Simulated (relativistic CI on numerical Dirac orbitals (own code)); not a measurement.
## Hyperfine structure of Eu¹⁸⁺, mass number 151

Computed by Dirac-Coulomb-Breit CI, separate exchange-only KLI orbitals for each configuration, model QED, unscaled Slater integrals (own radial code, finite nucleus).

Configuration list (outside the closed core [Ar] 3d10): 4s2.4p6.4d9, 4s2.4p5.4d10, 4s2.4p6.4d8.4f, 4s.4p6.4d10, 4s2.4p5.4d9.4f, 4s2.4p6.4d8.5s, 4s2.4p6.4d8.5p, 4s.4p6.4d9.4f, 4s2.4p6.4d7.4f.5s, 4s2.4p6.4d8.5d, 4s2.4p6.4d7.5s.5p, 4s2.4p5.4d9.5s, 4s2.4p6.4d8.5f, 4s2.4p6.4d7.5s2, 4s2.4p6.4d6.4f.5s2, 4s2.4p5.4d7.4f.5s2, 4s2.4p6.4d6.5s2.5p. Double excitations out of closed p, d and f shells are left out; levels of such configurations are missing from the list, as are those of other unlisted configurations, and high levels can miss mixing partners.

Nuclear spin I = 5/2, μ = 3.4635 μN, Q = 0.903 b (tables of Stone and Pyykkö). The electronic factors are computed for point nuclear moments, without core polarisation or the Bohr-Weisskopf and QED corrections.

```tsv
Level	E (cm⁻¹)	A (MHz)	B (MHz)
4s2.4p6.4d9 2D_5/2	0	5914	-8040
4s2.4p6.4d9 2D_3/2	49794	14750	-6350
4s2.4p5.4d10 2P°_3/2	997625	27450	-32600
4s2.4p6.4d8.4f 4F°_7/2	1091903	4094	-5690
4s2.4p6.4d8.4f 4F°_9/2	1100246	3029	-5710
4s2.4p6.4d8.4f 2P°_1/2	1109030	28820	
4s2.4p6.4d8.4f 4I°_15/2	1114803	3719	-3130
4s2.4p6.4d8.4f 4D°_7/2	1116445	2914	1140
```

Levels with J = 0, under 50 % of one LS term, or S terms without an open s electron are left out. Small factors come from cancelling terms and can be off by tens of per cent or more.

At this charge energies of transitions that change n are usually good to better than 1 %, and those within a shell (Δn = 0) to a few per cent.

Problem. Give the hyperfine levels of 4s2.4p6.4d9 2D_5/2 relative to its centre of gravity.

Solution. With K = F(F + 1) − I(I + 1) − J(J + 1), E = AK/2 + B[¾K(K + 1) − I(I + 1)J(J + 1)]/[2I(2I − 1)J(2J − 1)]: F = 0: -57380, F = 1: -49530, F = 2: -34570, F = 3: -13930, F = 4: 10210, F = 5: 34950 MHz.

LS names give the leading component of a level, which can be under half, so a name can repeat, a term be missing and a line seem to break the LS rules.
